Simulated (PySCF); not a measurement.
Calculation: TPSSh-D3(BJ)/def2-TZVP // B3LYP-D3(BJ)/def2-SVP in PySCF. All species are isolated molecules in the gas phase. One relaxed conformer stands for a flexible species; it need not be the lowest. Delta-SCF ions had no search for a lower state. Excitations are Tamm–Dancoff values on a coarser integration grid. The basis has no diffuse functions, so Rydberg states are missing or too high.

Reference species (SMILES): `Bc1ccc(O)cn1` (neutral, multiplicity 1).

* **S1 oscillator strength**: 0.001
* **vertical ionisation energy (Delta-SCF)**: 9.13 eV
* **HOMO–LUMO gap**: 4.18 eV
* **brightest of the four lowest singlets (TDA)**: 4.83 eV

After one change: the S1 oscillator strength stays essentially unchanged; the vertical ionisation energy (Delta-SCF) falls by 0.03 eV; the HOMO–LUMO gap decreases by 0.29 eV; the brightest of the four lowest singlets (TDA) increases by 0.23 eV.

### Question
Which change was made? The new species is one of these.
A. `Bc1cnccc1O`
B. `Bc1ncccc1O`
C. `Bc1cc(O)ccn1`
D. `Bc1cccc(O)n1`

### Answer
C, `Bc1cc(O)ccn1`
